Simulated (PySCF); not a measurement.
# Radial density of Cd (cadmium, neutral)

M06-2X, [Kr] 4d10 5s1 5p1, high-spin 3P determinant (an excited configuration). Calculation: PySCF 2.14, in aug-cc-pVDZ-PP with ECP28MDF (5s5p4d2f, 54 functions); a scalar-relativistic core potential. This is the valence pseudo-density: the core potential removes the inner electrons and smooths the orbitals near the nucleus.

```json
{"r (bohr)": "0.0180", "4πr²ρ (e/bohr)": "1.928e-05", "4πr²(ρα − ρβ)": "0.0000"}
{"r (bohr)": "0.0303", "4πr²ρ (e/bohr)": "4.819e-05", "4πr²(ρα − ρβ)": "0.0000"}
{"r (bohr)": "0.0509", "4πr²ρ (e/bohr)": "0.0001140", "4πr²(ρα − ρβ)": "0.0000"}
{"r (bohr)": "0.0856", "4πr²ρ (e/bohr)": "0.0004915", "4πr²(ρα − ρβ)": "0.0000"}
{"r (bohr)": "0.144", "4πr²ρ (e/bohr)": "0.005769", "4πr²(ρα − ρβ)": "0.0000"}
{"r (bohr)": "0.242", "4πr²ρ (e/bohr)": "0.09214", "4πr²(ρα − ρβ)": "0.0000"}
{"r (bohr)": "0.408", "4πr²ρ (e/bohr)": "1.964", "4πr²(ρα − ρβ)": "0.0109"}
{"r (bohr)": "0.686", "4πr²ρ (e/bohr)": "16.16", "4πr²(ρα − ρβ)": "0.0758"}
{"r (bohr)": "1.15", "4πr²ρ (e/bohr)": "14.79", "4πr²(ρα − ρβ)": "0.0141"}
{"r (bohr)": "1.94", "4πr²ρ (e/bohr)": "3.152", "4πr²(ρα − ρβ)": "0.5061"}
{"r (bohr)": "3.26", "4πr²ρ (e/bohr)": "0.7582", "4πr²(ρα − ρβ)": "0.5916"}
{"r (bohr)": "5.49", "4πr²ρ (e/bohr)": "0.1468", "4πr²(ρα − ρβ)": "0.1456"}
{"r (bohr)": "9.23", "4πr²ρ (e/bohr)": "0.006309", "4πr²(ρα − ρβ)": "0.0063"}
{"r (bohr)": "15.5", "4πr²ρ (e/bohr)": "4.179e-05", "4πr²(ρα − ρβ)": "0.0000"}
```

Energies and moments cover only the electrons outside the core potential.
